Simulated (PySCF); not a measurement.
Job file and geometry (Å, from GFN2-xTB) of an NMR shielding run on `InChI=1S/C5H14SSi2/c1-5(2)7-6-8(3)4/h8H,1,7H2,2-4H3`, GIAO PBE0/pcSseg-1 NMR shielding, non-relativistic, gas phase in PySCF; density fitting, a coarse starting grid and PySCF grid level 2 are the driver's defaults:

```
$ OMP_NUM_THREADS=1 python probes_run.py task.json out

{"job": {"kind": "nmr", "xc": "PBE0", "basis": "pcSseg-1"}, "charge": 0, "multiplicity": 1}
C      2.985021     0.951177    -1.188306
C      2.598287     0.160091    -0.196834
C      3.576123    -0.420686     0.778804
Si     0.805167    -0.322667     0.093901
S     -0.395888     0.558053    -1.447820
Si    -2.437833     0.212349    -0.808054
C     -2.903374     1.445300     0.559016
C     -2.660383    -1.566334    -0.182597
H      2.277674     1.365016    -1.887128
H      4.021403     1.215323    -1.341172
H      4.593590    -0.105883     0.555520
H      3.325974    -0.109766     1.792316
H      3.531317    -1.508634     0.750872
H      0.640149    -1.777228     0.036693
H      0.336555     0.159879     1.397030
H     -3.175620     0.459083    -2.044669
H     -2.266829     1.332592     1.433059
H     -2.802471     2.468750     0.210590
H     -3.931407     1.302612     0.877613
H     -2.268572    -2.287957    -0.893014
H     -2.147578    -1.721717     0.763280
H     -3.711715    -1.789965    -0.030673
```

Problem. Write the output of this run.

Solution. 
```
coarse grid: 18984 points
cycle   1  E = -1175.3686779099  dE =  4.621e-01  |g| = 5.524e-01  |ddm| = 4.131e+00
cycle   2  E = -1175.3564251893  dE =  1.225e-02  |g| = 5.960e-01  |ddm| = 1.110e+00
cycle   3  E = -1175.4501709366  dE = -9.375e-02  |g| = 2.868e-02  |ddm| = 6.107e-01
cycle   4  E = -1175.4503072714  dE = -1.363e-04  |g| = 1.974e-02  |ddm| = 5.620e-02
cycle   5  E = -1175.4504067056  dE = -9.943e-05  |g| = 6.335e-03  |ddm| = 2.399e-02
cycle   6  E = -1175.4504150492  dE = -8.344e-06  |g| = 2.678e-03  |ddm| = 6.877e-03
final grid: 166848 points
cycle   7  E = -1175.4983425533  dE = -3.344e-05  |g| = 1.142e-02  |ddm| = 3.210e-02
cycle   8  E = -1175.4983125857  dE =  2.997e-05  |g| = 1.548e-02  |ddm| = 2.633e-02
cycle   9  E = -1175.4983755380  dE = -6.295e-05  |g| = 2.245e-03  |ddm| = 1.609e-02
cycle  10  E = -1175.4983768328  dE = -1.295e-06  |g| = 2.244e-04  |ddm| = 1.939e-03
cycle  11  E = -1175.4983768453  dE = -1.248e-08  |g| = 6.641e-05  |ddm| = 3.465e-04
cycle  12  E = -1175.4983768465  dE = -1.196e-09  |g| = 2.320e-05  |ddm| = 1.182e-04
cycle  13  E = -1175.4983768466  dE = -1.273e-10  |g| = 3.583e-06  |ddm| = 2.921e-05
converged SCF energy = -1175.4983768466

GIAO shielding tensors (ppm)
atom      isotropic    diamagn.    paramagn.     s11        s22        s33       span
  0 C       48.503     253.244    -204.742    -66.380     60.202    151.686    218.066
  1 C       41.542     265.121    -223.579    -69.311     19.988    173.949    243.260
  2 C      160.545     245.242     -84.697    146.827    147.059    187.750     40.923
  3 Si     389.222     885.402    -496.181    343.369    384.397    439.899     96.530
  4 S      793.198    1064.962    -271.764    741.032    755.184    883.378    142.346
  5 Si     350.544     881.463    -530.919    299.733    370.287    381.613     81.879
  6 C      185.682     254.307     -68.625    173.903    189.347    193.795     19.893
  7 C      185.620     255.388     -69.769    176.697    187.258    192.904     16.207
  8 H       25.640      34.070      -8.431     22.502     23.589     30.828      8.326
  9 H       25.405      29.916      -4.510     22.700     24.777     28.740      6.040
 10 H       29.582      27.668       1.914     25.652     27.942     35.151      9.499
 11 H       29.700      28.990       0.710     25.384     28.813     34.904      9.521
 12 H       29.680      28.417       1.263     25.429     28.698     34.912      9.483
 13 H       26.734      33.733      -6.998     21.783     27.060     31.360      9.577
 14 H       26.731      34.089      -7.358     21.930     27.304     30.959      9.029
 15 H       26.614      29.850      -3.236     22.785     24.495     32.562      9.777
 16 H       31.105      34.146      -3.041     26.514     30.513     36.288      9.774
 17 H       31.327      30.739       0.588     26.639     28.858     38.484     11.845
 18 H       31.629      28.245       3.385     26.771     28.498     39.620     12.849
 19 H       31.271      32.042      -0.770     26.634     29.312     37.868     11.234
 20 H       31.261      34.372      -3.111     27.067     30.381     36.334      9.267
 21 H       31.436      28.402       3.034     26.728     28.100     39.481     12.753
```

Problem. Turn these shieldings into chemical shifts. Scale: TMS for ¹³C (σ = 186.93 ppm) and ²⁹Si (σ = 349.16 ppm) and ¹H (σ = 31.72 ppm); ³³S (σ = 503.73 ppm) against CS2 (reference shieldings calculated alike).

Solution. Averaging equivalent atoms: C 1: 145.4; C 0: 138.4; C 2: 26.4; C 6/7: 1.3; Si 5: -1.4; Si 3: -40.1; S 4: -289; H 9: 6.31; H 8: 6.08; H 15: 5.10; H 13/14: 4.98; H 10/11/12: 2.06; H 16/17/18/19/20/21: 0.38 ppm. 

Size and cost of the density-fitted run: 227 basis functions, 58 s wall time on 1 thread of an Arm Neoverse V1, shared host; peak memory 1 GiB.
